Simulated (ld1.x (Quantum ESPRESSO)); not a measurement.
## Configuration tests for Zr (TM)

Zr (Z = 40), norm-conserving Troullier–Martins (Kleinman–Bylander form), made with ld1.x (Quantum ESPRESSO) 7.5 (PBE, scalar-relativistic). Core [Ar] 3d10 4s2, reference 4p6 4d2 5s1.5 5p0.5. Waves: 5s (bound): rc 3.30 bohr; 4p (bound): rc 1.70 bohr; 4d (bound): rc 2.65 bohr. Local part: all-electron potential smoothed inside 1.60 bohr (lloc = -1). Core correction: none.

Occupied shells without a wave of their own: 5p. They enter only through the test configuration that unscreens the potential.

Energies are relative to the spin-unpolarised reference configuration 4p6 4d2 5s1.5 5p0.5; without spin polarisation the order of configurations can differ from experiment.

Give the all-electron excitation energy and the error of the potential for: 4p6 4d2 5s2 5p0; 4p6 4d2 5s1 5p0; 4p6 4d2 5s0 5p0; 4p6 4d2 5s0 5p2; 4p6 4d2 5s0 5p1; 4p6 4d0 5s0 5p0; 4p6 4d1 5s2 5p0.

| valence configuration | charge | ΔE all-electron (eV) | error AE − PS (meV) |
| --- | --- | --- | --- |
| 4p6 4d2 5s2 5p0 | 0 | -1.502 | -8.2 |
| 4p6 4d2 5s1 5p0 | +1 | 5.635 | -14 |
| 4p6 4d2 5s0 5p0 | +2 | 18.575 | -20 |
| 4p6 4d2 5s0 5p2 | 0 | 4.711 | +23 |
| 4p6 4d2 5s0 5p1 | +1 | 9.350 | +6.5 |
| 4p6 4d0 5s0 5p0 | +4 | 75.420 | +264 |
| 4p6 4d1 5s2 5p0 | +1 | 6.161 | -19 |

These tests converged, but a pseudo level misses the all-electron one widely, so the file describes the atom poorly there or has found another state: 4p6 4d0 5s0 5p0: empty 5s by 6.8 eV (a node warning on the way). ld1.x printed “convergence not achieved” for 2 of the counted tests; their residual had stalled under 1e-8, short of the target of 1e-14. The 5p level has no wave, so the channel is fitted at the deeper level alone: the likely source of the large errors.

Note: ghost state, extra bound levels that the all-electron valence spectrum of the same l lacks: s at -97.2 eV. A true bound ghost makes a file unfit for plane-wave use.
